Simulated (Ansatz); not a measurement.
Reaction (cleavage of the Si–Ga bond): `[OH][GaH][SiH2]F` + `B[SiH2]N` → `B[SiH2]N[SiH2]F` + `[OH][GaH2]`

Isolated molecules relaxed with PBE0-D4/def2-TZVP in Ansatz; ΔE leaves out vibrations. CCSD(T)/CBS adds triple-zeta CCSD(T) − MP2 to the extrapolated MP2 energy (def2 sets, frozen cores). DFT in def2-TZVPP. B3LYP here is the variant with VWN-RPA as its local correlation; programs differ in this. For Ga outer-core shells are correlated without core-valence functions, which leaves a few kJ/mol of doubt a bond. Scalar relativity is left out up to krypton. Each species was taken in one conformer, which may not be the lowest.

(1) Is it downhill or uphill in electronic energy at CCSD(T)/CBS, and by how much? (An estimate is asked.)

(2) What do these levels give: revPBE-D4, r2SCAN-D4, B3LYP-D4, r2SCANh-D4, B2PLYP, PBE0, CAM-B3LYP, RPA@PBE/def2-TZVPP, HF/def2-SVP, MP2/def2-SVP, MP2/def2-QZVPP, CCSD/CBS(def2)? (Best estimate.)

Largest T1 diagnostic among the species: 0.015.

Answers

(1) Computed: Downhill: ΔE = -70.2 kJ/mol.

(2) The calculation gave: revPBE-D4 -58.3, r2SCAN-D4 -70.7, B3LYP-D4 -65.5, r2SCANh-D4 -71.7, B2PLYP -67.3, PBE0 -57.7, CAM-B3LYP -69.4, RPA@PBE/def2-TZVPP -72.2, HF/def2-SVP -73.7, MP2/def2-SVP -91.7, MP2/def2-QZVPP -80.0, CCSD/CBS(def2) -67.7 kJ/mol.

From PBE to PBE0 (25 % exact exchange), in def2-TZVPP and without D4, ΔE moves by −7.0 kJ/mol. In def2-TZVPP, CCSD(T) changes the Hartree–Fock value by −10.1 kJ/mol (the triples alone add −2.5 kJ/mol) and MP2 by −18.2 kJ/mol.
